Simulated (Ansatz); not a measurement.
Calculated with Ansatz (gas phase, PBE0-D4/def2-TZVP geometries, no zero-point term in ΔE). CCSD(T)/CBS adds triple-zeta CCSD(T) − MP2 to the extrapolated MP2 energy (def2 sets, frozen cores). This one scheme is used for every species. DFT in def2-TZVPP. B3LYP here is the variant with VWN-RPA as its local correlation; programs differ in this. HSE06 is defined as in plane-wave codes. def2 core potentials past Kr. For Br, In outer-core shells are correlated without core-valence functions, which leaves a few kJ/mol of doubt a bond. Scalar relativity is left out up to krypton. One conformer a species, not always the lowest.

Consider the ligand exchange at the In–C bond: `[CH3][In]([SH])[Br]` + H₂S → `[SH][In]([SH])[Br]` + CH₄.

`[CH3][In]([SH])[Br]`:

```xyz
8

C     1.342   -0.854   -0.119
In   -0.500    0.217   -0.055
S    -1.112    2.039    1.342
Br   -2.352   -0.418   -1.586
H     1.469   -1.406    0.812
H     2.169   -0.152   -0.231
H     1.323   -1.546   -0.959
H    -2.338    2.120    0.796
```

H₂S:

Z-matrix (Å, degrees):
```
S
H 1 1.341
H 1 1.341 2 92.3
```

`[SH][In]([SH])[Br]`:

```xyz
6

S     1.102    0.201   -2.147
In    0.277   -0.281    0.016
S    -1.522    0.866    1.044
Br    1.367   -2.093    1.271
H     0.211    1.189   -2.343
H    -1.436    0.118    2.158
```

CH₄:

```xyz
5

C     0.000    0.000    0.000
H    -0.165    0.717   -0.804
H     0.180    0.535    0.932
H     0.865   -0.619   -0.237
H    -0.881   -0.632    0.109
```

```csv
level,ΔE (kJ/mol),difference from CCSD(T)/CBS
revPBE-D4,-101.5,-1.4
B97M-V,-109.0,-8.9
B3LYP-D4,-103.7,-3.6
r2SCAN0-D4,-105.3,-5.2
HSE06-D4,-103.3,-3.2
BLYP,-100.4,-0.3
r2SCAN,-104.6,-4.5
PBE0,-102.0,-1.9
CCSD(T)/def2-TZVPP,-97.1,3.0
SCS-MP2/def2-QZVPP,-100.6,-0.5
CCSD(T)/CBS,-100.1,0
```

Largest T1 diagnostic among the species: 0.012.

From BLYP to BHLYP (50 % exact exchange), in def2-TZVPP and without D4, ΔE moves by −4.4 kJ/mol. In def2-TZVPP, CCSD(T) changes the Hartree–Fock value by +12.9 kJ/mol (the triples alone add −0.3 kJ/mol) and MP2 by +10.4 kJ/mol.
